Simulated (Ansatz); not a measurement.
Reaction (formal exchange of groups at a Ga–C bond): `[NH2][GaH][CH2]F` + `C#[C][GeH2][CH2]Cl` → `C#[C][GeH2][GaH][NH2]` + `FCCCl`

Calculated with Ansatz (gas phase, PBE0-D4/def2-TZVP geometries, no zero-point term in ΔE). CCSD(T)/CBS is the MP2 limit (def2-TZVPP, def2-QZVPP) plus CCSD(T) − MP2 in def2-TZVPP, frozen cores. This one scheme is used for every species. Functionals use def2-TZVPP. B3LYP here is the variant with VWN-RPA as its local correlation; programs differ in this. For Ga, Ge outer-core shells are correlated without core-valence functions, which leaves a few kJ/mol of doubt a bond. Scalar relativity is left out up to krypton. Each species was taken in one conformer, which may not be the lowest.

`[NH2][GaH][CH2]F`:

Cartesian coordinates in Å:
```
N 0.771 1.590 0.402
Ga 0.727 -0.110 -0.238
C -1.024 -1.047 -0.126
F -0.940 -2.337 -0.644
H -0.013 2.077 0.799
H 1.599 2.161 0.399
H 2.047 -0.702 -0.819
H -1.799 -0.510 -0.684
H -1.369 -1.123 0.911
```

`C#[C][GeH2][CH2]Cl`:

Cartesian coordinates in Å:
```
C 1.272 -2.213 0.735
C 0.900 -1.247 0.119
Ge 0.295 0.274 -0.840
C -1.164 1.107 0.178
Cl -0.575 1.751 1.726
H 1.602 -3.065 1.283
H -0.237 -0.184 -2.208
H 1.449 1.269 -1.002
H -1.600 1.932 -0.384
H -1.942 0.376 0.394
```

`C#[C][GeH2][GaH][NH2]`:

```xyz
11

C     2.752    1.104   -1.287
C     2.071    0.362   -0.624
Ge    0.918   -0.743    0.417
Ga   -1.191    0.445    0.717
N    -2.679   -0.386    0.095
H     3.365    1.752   -1.871
H     1.652   -1.033    1.740
H     0.769   -2.077   -0.339
H    -1.382    1.846    1.383
H    -2.673   -1.279   -0.367
H    -3.603    0.009    0.137
```

`FCCCl`:

```xyz
8

F    -0.480   -0.724   -1.598
C    -0.446   -0.592   -0.224
C     0.441    0.579    0.123
Cl    0.494    0.763    1.888
H    -0.054   -1.518    0.204
H    -1.465   -0.429    0.136
H     0.052    1.504   -0.300
H     1.459    0.418   -0.229
```

```
             level  ΔE (kJ/mol)  difference from CCSD(T)/CBS
         r2SCAN-D4        -70.0                         -5.3
           PBE0-D4        -72.6                         -7.9
          B3LYP-D4        -68.2                         -3.5
           ωB97X-V        -65.6                         -0.9
           ωB97M-V        -65.1                         -0.4
            B2PLYP        -67.1                         -2.4
            r2SCAN        -70.3                         -5.6
              PBE0        -73.4                         -8.7
             B3LYP        -69.6                         -4.9
     HF/def2-TZVPP        -73.9                         -9.2
SCS-MP2/def2-TZVPP        -62.9                          1.8
CCSD(T)/def2-TZVPP        -65.5                         -0.8
     HF/def2-QZVPP        -73.1                         -8.4
      HF/CBS(def2)        -73.0                         -8.3
     MP2/CBS(def2)        -61.7                          3.0
    CCSD/CBS(def2)        -65.3                         -0.6
       CCSD(T)/CBS        -64.7                            0
```

Largest T1 diagnostic among the species: 0.014.

In def2-TZVPP, CCSD(T) changes the Hartree–Fock value by +8.5 kJ/mol (the triples alone add +0.6 kJ/mol) and MP2 by +11.4 kJ/mol.
